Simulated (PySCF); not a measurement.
**Worked example: dipole moment from atomic charges**

Zr(Cl)2(SH)2 (Cl2H2S2Zr), SMILES [SH][Zr]([SH])([Cl])[Cl], multiplicity 1. Atoms are numbered in the order given.

```xyz
7

Zr     0.0573    -0.0097     0.0189
Cl     1.3926     0.9627    -1.6339
Cl     1.1367    -0.1615     2.0813
S     -0.7462    -2.1723    -0.6770
H     -0.7708    -1.7380    -1.9628
S     -1.9586     1.3029     0.2429
H     -1.2418     2.4145     0.5476
```
Charge 0, spin multiplicity 1.

Geometry: PBE0-D3(BJ)/def2-SVP. The spin state was assumed, not searched. The structure was generated by enumeration; whether it is a known compound was not checked. The def2 effective core potentials stand for the cores of Zr; spin–orbit coupling is left out. Other conformers were not sampled.

Charges (e) from PBE/def2-TZVP run with PySCF:

```
atom  Mulliken  ESP fit
----  --------  -------
Zr1      1.050    0.522
Cl2     -0.316   -0.199
Cl3     -0.317   -0.154
S4      -0.392   -0.213
H5       0.190    0.169
S6      -0.391   -0.317
H7       0.177    0.192
```

The dipole moment of the full density is 0.69 D.

**Question.** What dipole moment does each set of point charges give, and which comes closer to that of the density?

**Answer.** 
μ = Σ q r, and 1 e Å = 4.8032 D.
Mulliken: Σ q r = (-0.048, 0.176, -0.229) e Å, |μ| = 1.41 D.
ESP fit: Σ q r = (-0.011, 0.048, -0.145) e Å, |μ| = 0.73 D.
ESP fit comes closer in size. Point charges leave out the atoms' own dipoles (lone pairs, polarised bonds); fits to the potential absorb them, partitions of the density don't.
